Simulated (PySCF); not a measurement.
C₂H₆Mg, charge +1, doublet, geometry from GFN2-xTB (such geometries of metal compounds can be far from the true shape) (a state made from the parent by changing its charge; the spin is typed, not shown lowest); PySCF with MN15/pcseg-1.

PySCF was given this input:
```python
from pyscf import gto, scf, dft

mol = gto.Mole()
mol.atom = '''
    Mg    0.00705786    0.00720968    0.01006608
    C     1.67870313    0.25978596   -1.37486811
    H     2.34125803   -0.58841968   -1.20359416
    H     2.14078231    1.21313577   -1.11917040
    H     1.24221112    0.25803314   -2.37349956
    C    -1.68693880   -0.26819879    1.36312221
    H    -2.16400157   -1.19965198    1.05882108
    H    -2.32968862    0.60023795    1.22009471
    H    -1.26584153   -0.31937437    2.36703082
'''
mol.basis = 'pcseg-1'
mol.charge = 1
mol.spin = 1
mol.verbose = 4
mol.build()

mf = dft.UKS(mol)
mf.xc = 'mn15'
mf.grids.level = 4
mf.kernel()
mf.analyze()
```

Problem. Predict the main parts of the log of this PySCF run.

Solution. 
```
PySCF version 2.14.0

[INPUT] verbose = 4
[INPUT] num. atoms = 9
[INPUT] num. electrons = 29
[INPUT] charge = 1
[INPUT] spin (= nelec alpha-beta = 2S) = 1
[INPUT] symmetry False subgroup None
[INPUT] Mole.unit = angstrom
[INPUT] Symbol           X                Y                Z      unit          X                Y                Z       unit  Magmom
[INPUT]  1 Mg     0.007057860000   0.007209680000   0.010066080000 AA    0.013337422426   0.013624320646   0.019022134348 Bohr   0.0
[INPUT]  2 C      1.678703130000   0.259785960000  -1.374868110000 AA    3.172289160150   0.490924315407  -2.598124185298 Bohr   0.0
[INPUT]  3 H      2.341258030000  -0.588419680000  -1.203594160000 AA    4.424336463639  -1.111952041504  -2.274463327526 Bohr   0.0
[INPUT]  4 H      2.140782310000   1.213135770000  -1.119170400000 AA    4.045492258214   2.292494357213  -2.114925542720 Bohr   0.0
[INPUT]  5 H      1.242211120000   0.258033140000  -2.373499560000 AA    2.347438805689   0.487611965662  -4.485264125176 Bohr   0.0
[INPUT]  6 C     -1.686938800000  -0.268198790000   1.363122210000 AA   -3.187852320902  -0.506822260040   2.575927651212 Bohr   0.0
[INPUT]  7 H     -2.164001570000  -1.199651980000   1.058821080000 AA   -4.089370300429  -2.267013686992   2.000881856116 Bohr   0.0
[INPUT]  8 H     -2.329688620000   0.600237950000   1.220094710000 AA   -4.402473447316   1.134285335070   2.305644847931 Bohr   0.0
[INPUT]  9 H     -1.265841530000  -0.319374370000   2.367030820000 AA   -2.392093808800  -0.603530090506   4.473039978205 Bohr   0.0

nuclear repulsion = 77.4794389054679
number of shells = 20
number of NR pGTOs = 125
number of NR cGTOs = 68
basis = pcseg-1
ecp = {}

******** <class 'pyscf.dft.uks.UKS'> ********
method = UKS
initial guess = minao
damping factor = 0
level_shift factor = 0
DIIS = <class 'pyscf.scf.diis.CDIIS'>
diis_start_cycle = 1
diis_space = 8
diis_damp = 0
SCF conv_tol = 1e-09
SCF conv_tol_grad = None
SCF max_cycles = 50
direct_scf = True
direct_scf_tol = 1e-13
number electrons alpha = 15  beta = 14
XC library pyscf.dft.libxc version 7.1.2
    S. Lehtola, C. Steigemann, M. J. T. Oliveira, and M. A. L. Marques,  SoftwareX 7, 1–5 (2018)
XC functionals = mn15
    H. S. Yu, X. He, S. L. Li, and D. G. Truhlar,  Chem. Sci. 7, 5032–5051 (2016)
    H. S. Yu, X. He, S. L. Li, and D. G. Truhlar,  Chem. Sci. 7, 5032–5051 (2016)
radial grids:
    Treutler-Ahlrichs [JCP 102, 346 (1995); DOI:10.1063/1.469408] (M4) radial grids

becke partition: Becke, JCP 88, 2547 (1988); DOI:10.1063/1.454033
pruning grids: <function nwchem_prune>
grids dens level: 4
symmetrized grids: False
atomic radii adjust function: <function treutler_atomic_radii_adjust>
small_rho_cutoff = 0
Set gradient conv threshold to 3.16228e-05
tot grids = 179424
init E= -279.499492020424

cycle= 1 E= -279.335144735392  delta_E= 0.164  |g|= 0.137  |ddm|= 1.88
cycle= 2 E= -279.349267943422  delta_E= -0.0141  |g|= 0.086  |ddm|= 0.465
cycle= 3 E= -279.353813897982  delta_E= -0.00455  |g|= 0.0282  |ddm|= 0.113
cycle= 4 E= -279.354426203941  delta_E= -0.000612  |g|= 0.00778  |ddm|= 0.044
cycle= 5 E= -279.354520549073  delta_E= -9.43e-05  |g|= 0.00226  |ddm|= 0.0234
cycle= 6 E= -279.354537662361  delta_E= -1.71e-05  |g|= 0.000458  |ddm|= 0.0132
cycle= 7 E= -279.354538183168  delta_E= -5.21e-07  |g|= 5.47e-05  |ddm|= 0.00244
cycle= 8 E= -279.354538187481  delta_E= -4.31e-09  |g|= 1.47e-05  |ddm|= 0.000141
cycle= 9 E= -279.354538187735  delta_E= -2.54e-10  |g|= 1.55e-05  |ddm|= 5.5e-05
Extra cycle  E= -279.354538187442  delta_E= 2.93e-10  |g|= 2.68e-05  |ddm|= 4.2e-05
converged SCF energy = -279.354538187442  <S^2> = 0.78721987  2S+1 = 2.0368798
**** SCF Summaries ****
Total Energy =                        -279.354538187441733
Nuclear Repulsion Energy =              77.479438905467916
One-electron Energy =                 -532.198532391785079
Two-electron Energy =                  175.364555298875445
Two-electron Coulomb Energy =          204.412212507480831
DFT Exchange-Correlation Energy =      -29.047657208605386
**** MO energy ****
                             alpha | beta                alpha | beta
MO #1   energy= -46.4038787526908  | -46.4033785352467  occ= 1 | 1
MO #2   energy= -10.2493216250532  | -10.2453975153294  occ= 1 | 1
MO #3   energy= -10.249294032631   | -10.2453710127427  occ= 1 | 1
MO #4   energy= -3.33087524643107  | -3.33173188205028  occ= 1 | 1
MO #5   energy= -2.17372038598961  | -2.17414302410489  occ= 1 | 1
MO #6   energy= -2.17372018231507  | -2.17414268663796  occ= 1 | 1
MO #7   energy= -2.17175156415571  | -2.16994453380392  occ= 1 | 1
MO #8   energy= -0.928381113031663 | -0.905131322423872 occ= 1 | 1
MO #9   energy= -0.926748891834126 | -0.902043321323966 occ= 1 | 1
MO #10  energy= -0.645830876247301 | -0.635428557087591 occ= 1 | 1
MO #11  energy= -0.645830073524176 | -0.635428060699456 occ= 1 | 1
MO #12  energy= -0.644017419541129 | -0.633447501550676 occ= 1 | 1
MO #13  energy= -0.644015242930584 | -0.633445667052632 occ= 1 | 1
MO #14  energy= -0.541502086987677 | -0.484239332617081 occ= 1 | 1
MO #15  energy= -0.506844855829094 | -0.356592096943398 occ= 1 | 0
MO #16  energy= -0.198377502170858 | -0.179323206752786 occ= 0 | 0
MO #17  energy= -0.145301360650678 | -0.148716787607901 occ= 0 | 0
MO #18  energy= -0.145250922668931 | -0.148632844055537 occ= 0 | 0
MO #19  energy= -0.0523070362860669 | -0.0480258688512785 occ= 0 | 0
MO #20  energy= -0.0345358410510164 | -0.0298851049659015 occ= 0 | 0
MO #21  energy= 0.00922048503871659 | 0.00984910514414864 occ= 0 | 0
MO #22  energy= 0.00923173369730414 | 0.00985829816224227 occ= 0 | 0
MO #23  energy= 0.0104208685013036 | 0.0110088098949157 occ= 0 | 0

To work with the spin densities directly, `use mulliken_meta_spin()` only printing them here.

 ** Mulliken spin pop alpha/beta on meta-lowdin orthogonal AOs **
 ** Mulliken Spin Density (per AO)  **
spin_pop of  0 Mg 1s       -0.00000
spin_pop of  0 Mg 2s       -0.00005
spin_pop of  0 Mg 3s       -0.17533
spin_pop of  0 Mg 4s       -0.00203
spin_pop of  0 Mg 2px       0.00006
spin_pop of  0 Mg 2py       0.00002
spin_pop of  0 Mg 2pz       0.00004
spin_pop of  0 Mg 3px       0.01413
spin_pop of  0 Mg 3py       0.00020
spin_pop of  0 Mg 3pz       0.00930
spin_pop of  1 C 1s        0.00000
spin_pop of  1 C 2s        0.03669
spin_pop of  1 C 3s        0.00307
spin_pop of  1 C 2px       0.31592
spin_pop of  1 C 2py       0.02180
spin_pop of  1 C 2pz       0.22262
spin_pop of  1 C 3px       0.00330
spin_pop of  1 C 3py      -0.00004
spin_pop of  1 C 3pz       0.00228
spin_pop of  1 C 3dxy     -0.00007
spin_pop of  1 C 3dyz      0.00015
spin_pop of  1 C 3dz^2    -0.00011
spin_pop of  1 C 3dxz      0.00041
spin_pop of  1 C 3dx2-y2    0.00023
spin_pop of  2 H 1s       -0.01076
spin_pop of  2 H 2s        0.00095
spin_pop of  2 H 2px       0.00001
spin_pop of  2 H 2py      -0.00002
spin_pop of  2 H 2pz       0.00001
spin_pop of  3 H 1s       -0.01074
spin_pop of  3 H 2s        0.00095
spin_pop of  3 H 2px       0.00001
spin_pop of  3 H 2py      -0.00002
spin_pop of  3 H 2pz       0.00001
spin_pop of  4 H 1s       -0.01079
spin_pop of  4 H 2s        0.00094
spin_pop of  4 H 2px       0.00002
spin_pop of  4 H 2py      -0.00001
spin_pop of  4 H 2pz      -0.00001
spin_pop of  5 C 1s        0.00000
spin_pop of  5 C 2s        0.03669
spin_pop of  5 C 3s        0.00307
spin_pop of  5 C 2px       0.32520
spin_pop of  5 C 2py       0.02330
spin_pop of  5 C 2pz       0.21187
spin_pop of  5 C 3px       0.00345
spin_pop of  5 C 3py      -0.00002
spin_pop of  5 C 3pz       0.00211
spin_pop of  5 C 3dxy     -0.00007
spin_pop of  5 C 3dyz      0.00016
spin_pop of  5 C 3dz^2    -0.00011
spin_pop of  5 C 3dxz      0.00040
spin_pop of  5 C 3dx2-y2    0.00024
spin_pop of  6 H 1s       -0.01079
spin_pop of  6 H 2s        0.00094
spin_pop of  6 H 2px       0.00001
spin_pop of  6 H 2py      -0.00002
spin_pop of  6 H 2pz       0.00001
spin_pop of  7 H 1s       -0.01076
spin_pop of  7 H 2s        0.00095
spin_pop of  7 H 2px       0.00001
spin_pop of  7 H 2py      -0.00002
spin_pop of  7 H 2pz       0.00001
spin_pop of  8 H 1s       -0.01074
spin_pop of  8 H 2s        0.00095
spin_pop of  8 H 2px       0.00002
spin_pop of  8 H 2py      -0.00001
spin_pop of  8 H 2pz      -0.00001
 ** Mulliken Spin Density (per atom)  **
spin density of  0 Mg =     -0.15365
spin density of  1 C =      0.60627
spin density of  2 H =     -0.00982
spin density of  3 H =     -0.00978
spin density of  4 H =     -0.00985
spin density of  5 C =      0.60629
spin density of  6 H =     -0.00985
spin density of  7 H =     -0.00982
spin density of  8 H =     -0.00978
 ** Mulliken pop alpha/beta on meta-lowdin orthogonal AOs **
 ** Mulliken pop       alpha | beta **
In total            15.00000 | 14.00000
 ** Mulliken atomic charges   ( Nelec_alpha | Nelec_beta ) **
charge of  0Mg =      1.19145  (     5.32745      5.48110 )
charge of  1C =     -0.53191  (     3.56909      2.96282 )
charge of  2H =      0.14539  (     0.42240      0.43221 )
charge of  3H =      0.14543  (     0.42239      0.43218 )
charge of  4H =      0.14534  (     0.42240      0.43225 )
charge of  5C =     -0.53185  (     3.56907      2.96278 )
charge of  6H =      0.14534  (     0.42241      0.43226 )
charge of  7H =      0.14538  (     0.42240      0.43222 )
charge of  8H =      0.14543  (     0.42239      0.43218 )

WARN: System has nonzero charge 1; the dipole moment is origin-dependent.
Location of origin: [0. 0. 0.]

Dipole moment(X, Y, Z, Debye):  0.02924,  0.03012,  0.04235
```
